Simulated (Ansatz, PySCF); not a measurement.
This Ansatz (a program for electronic structure) input computes a B3LYP/def2-TZVPD energy:

Ansatz 0.2 input:
```yaml
crystal:
  periodic: [false, false, false]
  atoms:
    - {symbol: Cs, position_ang: [-0.00000000, -0.00000000, -0.69879311]}
    - {symbol: Cl, position_ang: [0.00000000, 0.00000000, 2.26080125]}
basis:
  gaussian:
    orbitals: def2-TZVPD
hamiltonian:
  xc: {name: B3LYP}
output: {forces: true}
```

Problem. Write an input for the same energy in PySCF and say what it gives.

Solution. 
```python
from pyscf import gto, scf, dft

mol = gto.M(
    atom='''
    Cs   -0.00000000   -0.00000000   -0.69879311
    Cl    0.00000000    0.00000000    2.26080125
    ''',
    basis='def2-tzvpd',
    ecp='def2-tzvp',
    charge=0,
    spin=0,
    verbose=4,
)

mf = dft.RKS(mol, xc='b3lyp').density_fit(auxbasis='def2-universal-jkfit')
mf.grids.level = 3
mf.conv_tol = 1e-9
mf.max_cycle = 100
mf.max_memory = 1500
mf.kernel()
if not mf.converged:
    mf = mf.newton()
    mf.kernel(mf.make_rdm1())
mf.analyze()
```
It gives -480.47516 Eh, and Ansatz -480.47514 Eh, a difference of 0.02 mEh, from the treatment of integrals and grids.
